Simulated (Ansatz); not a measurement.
`C#[C][GeH2][Cl]` + HCl → `[Cl][GeH2][Cl]` + `C#C` at 298.15 K and 1 bar (ligand exchange at a Ge–C bond).

Program: Ansatz. Geometries: PBE0-D4/def2-TZVP. ΔE: electronic, gas phase. CCSD(T)/CBS is the MP2 limit (def2-TZVPP, def2-QZVPP) plus CCSD(T) − MP2 in def2-TZVPP, frozen cores. This one scheme is used for every species. For Ge outer-core shells are correlated without core-valence functions, which leaves a few kJ/mol of doubt a bond. Scalar relativity is left out up to krypton.

```tsv
species	CCSD(T)/CBS energy (Eh)	H − E (kJ/mol)	S (J/(mol·K))
`C#[C][GeH2][Cl]`	-2613.77047	112.6	324.7
HCl	-460.38127	26.6	186.8
`[Cl][GeH2][Cl]`	-2996.94498	63.5	300.8
`C#C`	-77.22717	80.8	200.2
```

H − E and S are ideal-gas, rigid-rotor, harmonic terms from PBE0-D4/def2-TZVP. 1 Eh = 2625.50 kJ/mol, R = 8.31446 J/(mol·K).

Task: By hand: ΔE, ΔH, ΔS and ΔG.

Result: ΔE = (-2996.94498) + (-77.22717) − (-2613.77047) − (-460.38127) = -0.02041 Eh = -53.6 kJ/mol. Δ(H − E) = 63.5 + 80.8 − 112.6 − 26.6 = 5.1, so ΔH = -48.5 kJ/mol. ΔS = 300.8 + 200.2 − 324.7 − 186.8 = -10.5 J/(mol·K). ΔG = -48.5 − 298.15 × (-10.5)/1000 = -45.4 kJ/mol.

Task: By hand: the equilibrium constant, and the temperature at which ΔG would vanish if ΔH and ΔS stayed fixed.

Result: log₁₀ K = −ΔG/(RT ln 10) = 8.0. ΔG = 0 at ΔH/ΔS = 4619 K, far beyond where these terms or the molecules hold.

The number of gas molecules stays the same, so ΔS is small and ΔH decides. A doubt of 5 kJ/mol in ΔE shifts log₁₀ K by 0.9 here. These are equilibria of isolated gas molecules and say nothing of rates. Largest T1 diagnostic: 0.013 (customary marks: 0.02 for closed shells, 0.045 for open ones).
